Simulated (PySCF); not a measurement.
Harmonic spectrum computed at PBE0 in the def2-SVP basis family (core potentials from Rb on, PySCF, no spin–orbit coupling):

```json
{"symmetry": "a1", "ω (cm⁻¹)": "265", "IR (km/mol)": "28.8"}
{"symmetry": "a2", "ω (cm⁻¹)": "347", "IR (km/mol)": "0.0"}
{"symmetry": "b1", "ω (cm⁻¹)": "451", "IR (km/mol)": "299"}
{"symmetry": "b2", "ω (cm⁻¹)": "652", "IR (km/mol)": "142"}
{"symmetry": "b2", "ω (cm⁻¹)": "677", "IR (km/mol)": "144"}
{"symmetry": "a1", "ω (cm⁻¹)": "689", "IR (km/mol)": "82.3"}
{"symmetry": "a1", "ω (cm⁻¹)": "816", "IR (km/mol)": "0.2"}
{"symmetry": "a1", "ω (cm⁻¹)": "3872", "IR (km/mol)": "73.4"}
{"symmetry": "b2", "ω (cm⁻¹)": "3873", "IR (km/mol)": "1.8"}
```

Which molecule gave it? In each, all ligands are bound to the one heavy central atom.
A. Pd(OH)₂ (triplet)
B. Si(OH)₂ (singlet)
C. Ge(OH)₂ (singlet)
D. Cu(OH)₂ (doublet)

C. It has C2v symmetry with Ge–O 1.790 Å (×2), O–H 0.965 Å (×2).
